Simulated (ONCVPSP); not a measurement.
Building the ONCV potential for ruthenium (PBEsol, non-relativistic).

Ru, optimised norm-conserving Vanderbilt (ONCV), made with ONCVPSP 4.0.1 (PBEsol, non-relativistic). Core [Ar] 3d10, reference 4s2 4p6 4d7 (charge +1). Waves: 4s: rc 1.50 bohr, ncon 3, nbas 7, qcut 8.5 1/bohr, 2 projectors, debl 1.4 Ha; 4p: rc 1.85 bohr, ncon 4, nbas 7, qcut 5.9 1/bohr, 3 projectors, debl 2.4 Ha; 4d: rc 2.10 bohr, ncon 3, nbas 7, qcut 7.2 1/bohr, 1 projector. Local part: polynomial inside 1.15 bohr (lpopt 2, dvloc0 2 Ha). Core correction: none.

In the s channel the program set the typed energies aside and used -2.891, 0.250 Ha.

Poles of the logarithmic derivatives, all-electron (AE) and pseudo (PS). s: poles at -2.0 (AE) and -2.0 (PS) Ha. p: poles at -1.6 (AE) and -1.6 (PS) Ha. d: poles at -0.0, 4.6 (AE) and -0.0 (PS) Ha. Test radii: s 1.52, p 1.88, d 2.14 bohr.

- Cutoffs needed: 25 Ha and 29 Ha (the cutoffs (Ha) at which the residual kinetic energy of the hardest occupied pseudo-wave falls to 1 and 0.1 mHa per electron)
- Ghost test: no bound ghost flagged; no localised positive-energy state flagged
- Largest excitation error: +27 meV (all-electron minus pseudo) for 4s2 4p6 4d5, out of 4 test configurations
